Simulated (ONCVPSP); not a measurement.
## Mg, ONCV: configuration errors across variants

```json
{
 "Element": "magnesium (Mg)",
 "Generator": "ONCVPSP 4.0.1",
 "Type": "optimised norm-conserving Vanderbilt (ONCV)",
 "Functional": "PW91",
 "Relativity": "non-relativistic",
 "Frozen core": "[Ne]",
 "Valence charge": "2",
 "Reference configuration": "3s2",
 "Partial waves": "3s: rc 2.80 bohr, ncon 4, nbas 8, qcut 1.9 1/bohr, 2 projectors, debl 3.4 Ha; p scattering state at 0.46 Ha: rc 2.75 bohr, ncon 4, nbas 9, qcut 3.5 1/bohr, local",
 "Local potential": "the p channel",
 "Core correction": "Teter function, fcfact 1.5, rcfact 1.05"
}
```

In the p channel the program set the typed energies aside and used 0.050 Ha.

All-electron excitation energies from the reference (eV): (1) 3s1 7.981; (2) 3s1.5 3.157; (3) 3s1 3p1 3.478.

4 further variants failed, have other tests or another functional or relativity, and are left out.

Errors AE − PS in meV (a dash: test not solved or not reliable):

```tsv
change	(1)	(2)	(3)	bound ghosts	GHOST(+) flags above zero
base	-5.8	-1.3	-3.5	none	none
s: debl 4.3	-28	-7.9	-5.7	none	s
s: rc 2.75, nproj 0; p: nproj 1; local potential the s channel	+3.3	+1.1	+1.9	none	none
core correction Teter function, fcfact 1.5, rcfact 2	-59	-10	-18	none	none
core correction Teter function, fcfact 2.75, rcfact 1.1	-8.0	-1.8	-6.5	none	none
```

Give the same row for: p: qcut 4.4.

-6.2, -1.5, -4.0; bound ghosts: none; GHOST(+) flags above zero: none.
